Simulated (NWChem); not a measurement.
All runs are NWChem calculations. System: C$_{2}$H$_{5}$O, charge 0, spin multiplicity 2, displaced from the optimised geometry. The structure started from a generated list of species. Its SCF solution wasn't tested for a lower state. Level: UB3LYP/def2-TZVP, VWN1-RPA local correlation.

The NWChem input:

```
start mol
memory heap 200 mb stack 900 mb global 1100 mb
geometry units angstroms nocenter noautoz noautosym
  C     -1.233924    -0.177872     0.219263
  C      0.213872     0.213557     0.433573
  O      1.068574    -0.087813    -0.628903
  H     -1.825308    -0.036713     1.163274
  H     -1.736591     0.431755    -0.593731
  H     -1.314847    -1.257089    -0.091616
  H      0.475974     1.108091     1.056347
  H      1.972492     0.242345    -0.420065
end
basis spherical
  * library def2-tzvp
end
dft
  xc b3lyp
  odft
  mult 2
  semidirect memsize 60000000 filesize 0
  iterations 100
  convergence damp 70 ncydp 30
end
task dft gradient
```

Part of the output:

```
             Northwest Computational Chemistry Package (NWChem) 7.3.0
             --------------------------------------------------------

                                NWChem Input Module
                                -------------------

 Scaling coordinates for geometry "geometry" by  1.889725989
 (inverse scale =  0.529177249)

                             Geometry "geometry" -> ""
                             -------------------------

 Output coordinates in angstroms (scale by  1.889725989 to convert to a.u.)

  No.       Tag          Charge          X              Y              Z
 ---- ---------------- ---------- -------------- -------------- --------------
    1 C                    6.0000    -1.23392400    -0.17787200     0.21926300
    2 C                    6.0000     0.21387200     0.21355700     0.43357300
    3 O                    8.0000     1.06857400    -0.08781300    -0.62890300
    4 H                    1.0000    -1.82530800    -0.03671300     1.16327400
    5 H                    1.0000    -1.73659100     0.43175500    -0.59373100
    6 H                    1.0000    -1.31484700    -1.25708900    -0.09161600
    7 H                    1.0000     0.47597400     1.10809100     1.05634700
    8 H                    1.0000     1.97249200     0.24234500    -0.42006500

 Effective nuclear repulsion energy (a.u.)      73.3390688193

            Nuclear Dipole moment (a.u.)
            ----------------------------
        X                 Y               Z
 ---------------- ---------------- ----------------
     0.0000000000    -0.0000094486     0.0000018897


 Summary of "ao basis" -> "" (spherical)
 ------------------------------------------------------------------------------
       Tag                 Description            Shells   Functions and Types
 ---------------- ------------------------------  ------  ---------------------
 *                         def2-tzvp                  on all atoms

                                 NWChem DFT Module
                                 -----------------

 Summary of "ao basis" -> "ao basis" (spherical)
 ------------------------------------------------------------------------------
       Tag                 Description            Shells   Functions and Types
 ---------------- ------------------------------  ------  ---------------------
 C                         def2-tzvp                11       31   5s3p2d1f
 O                         def2-tzvp                11       31   5s3p2d1f
 H                         def2-tzvp                 4        6   3s1p

 Summary of "ao basis" -> "ao basis" (spherical)
 ------------------------------------------------------------------------------
       Tag                 Description            Shells   Functions and Types
 ---------------- ------------------------------  ------  ---------------------
 C                         def2-tzvp                11       31   5s3p2d1f
 O                         def2-tzvp                11       31   5s3p2d1f
 H                         def2-tzvp                 4        6   3s1p

            General Information
            -------------------
          SCF calculation type: DFT
          Wavefunction type:  spin polarized.
          No. of atoms     :     8
          No. of electrons :    25
           Alpha electrons :    13
            Beta electrons :    12
          Charge           :     0
          Spin multiplicity:     2
          Use of symmetry is: off; symmetry adaption is: off
          Maximum number of iterations: 100
[...]
   alpha     91     92     93     94     95     96     97     98     99    100
    beta     91     92     93     94     95     96     97     98     99    100
 overlap   0.958  0.978  0.991  0.996  0.996  0.995  0.997  0.998  0.998  0.999

   alpha    101    102    103    104    105    106    107    108    109    110
    beta    101    102    103    104    105    106    107    108    109    110
 overlap   0.999  1.000  0.999  0.999  1.000  0.999  1.000  1.000  1.000  1.000

   alpha    111    112    113    114    115    116    117    118    119    120
    beta    111    112    113    114    115    116    117    118    119    120
 overlap   1.000  1.000  1.000  1.000  1.000  1.000  1.000  1.000  1.000  1.000

   alpha    121    122    123
    beta    121    122    123
 overlap   0.996  0.996  1.000

     --------------------------
     Expectation value of S2:
     --------------------------
      <S2> =      0.7539 (Exact =     0.7500)

 center of mass
 --------------
 x =   0.10087034 y =  -0.02031516 z =  -0.04625437

 moments of inertia (a.u.)
 ------------------
          58.157010945366         -13.205197867469          50.465736887819
         -13.205197867469         219.285581284536          -8.593237847126
          50.465736887819          -8.593237847126         190.579900978521

     Multipole analysis of the density
     ---------------------------------

     L   x y z        total         alpha         beta         nuclear
     -   - - -        -----         -----         ----         -------
     0   0 0 0     -0.000000    -13.000000    -12.000000     25.000000

     1   1 0 0      0.262927     -0.098971      0.361898      0.000000
     1   0 1 0      0.380244      0.128710      0.251543     -0.000009
     1   0 0 1      0.260713     -0.235288      0.495999      0.000002

     2   2 0 0    -11.344219    -61.704992    -59.407521    109.768294
     2   1 1 0      1.277220     -4.233328     -4.544874     10.055422
     2   1 0 1     -0.041220     13.507403     14.094161    -27.642785
     2   0 2 0    -14.721895    -14.480291    -13.025261     12.783657
     2   0 1 1      0.287553     -2.614560     -2.983720      5.885834
     2   0 0 2    -15.775606    -22.753650    -20.115488     27.093532

            General Information
            -------------------
          SCF calculation type: DFT
          Wavefunction type:  spin polarized.
          No. of atoms     :     8
          No. of electrons :    25
           Alpha electrons :    13
            Beta electrons :    12
          Charge           :     0
          Spin multiplicity:     2
          Use of symmetry is: off; symmetry adaption is: off
          Maximum number of iterations: 100
          AO basis - number of functions:   123
                     number of shells:    53
          Convergence on energy requested:  1.00D-06
          Convergence on density requested:  1.00D-05
          Convergence on gradient requested:  5.00D-04

              XC Information
              --------------
                         B3LYP Method XC Potential
                     Hartree-Fock (Exact) Exchange  0.200
                        Slater Exchange Functional  0.800 local
                    Becke 1988 Exchange Functional  0.720 non-local
              Lee-Yang-Parr Correlation Functional  0.810
                  VWN I RPA Correlation Functional  0.190 local

             Grid Information
             ----------------
          Grid used for XC integration:  medium
          Radial quadrature: Mura-Knowles
          Angular quadrature: Lebedev.
          Tag              B.-S. Rad. Rad. Pts. Rad. Cut. Ang. Pts.
          ---              ---------- --------- --------- ---------
          C                   0.70       49          10.0       434
          O                   0.60       49          10.0       434
          H                   0.35       45          11.0       434
          Grid pruning is: on
          Number of quadrature shells:   372
          Spatial weights used:  Erf1

          Convergence Information
          -----------------------
          Convergence aids based upon iterative change in
          total energy or number of iterations.
          Levelshifting, if invoked, occurs when the
          HOMO/LUMO gap drops below (HL_TOL):  1.00D-02
          DIIS, if invoked, will attempt to extrapolate
          using up to (NFOCK): 10 stored Fock matrices.

                    Damping(70%)  Levelshifting(0.5)       DIIS
                  --------------- ------------------- ---------------
          dE  on:    start            ASAP                start
          dE off:   30 iters        100 iters           100 iters

      Screening Tolerance Information
      -------------------------------
          Density screening/tol_rho:  1.00D-10
          AO Gaussian exp screening on grid/accAOfunc:  14
          CD Gaussian exp screening on grid/accCDfunc:  20
          XC Gaussian exp screening on grid/accXCfunc:  20
          Schwarz screening/accCoul:  1.00D-08

                            NWChem DFT Gradient Module
                            --------------------------

  charge          =   0.00
  wavefunction    = open shell

                         DFT ENERGY GRADIENTS

    atom               coordinates                        gradient
                 x          y          z           x          y          z
   1 C      -2.331778  -0.336129   0.414347    0.001105   0.001585   0.002547
   2 C       0.404159   0.403564   0.819334    0.004272  -0.007761   0.000845
   3 O       2.019312  -0.165943  -1.188454   -0.005910  -0.009960  -0.015788
   4 H      -3.449332  -0.069378   2.198269   -0.011317   0.002117   0.015859
   5 H      -3.281681   0.815899  -1.121989   -0.009054   0.009682  -0.013664
   6 H      -2.484701  -2.375554  -0.173129   -0.001951  -0.018475  -0.005722
   7 H       0.899460   2.093988   1.996206    0.004428   0.016566   0.012526
   8 H       3.727469   0.457966  -0.793808    0.018428   0.006246   0.003397

                 ----------------------------------------
                 |  Time  |  1-e(secs)   |  2-e(secs)   |
                 ----------------------------------------
                 |  CPU   |       0.01   |       4.63   |
                 ----------------------------------------
                 |  WALL  |       0.01   |       4.63   |
                 ----------------------------------------

 Task  times  cpu:       35.7s     wall:       35.7s

 Total times  cpu:       35.7s     wall:       35.7s
```
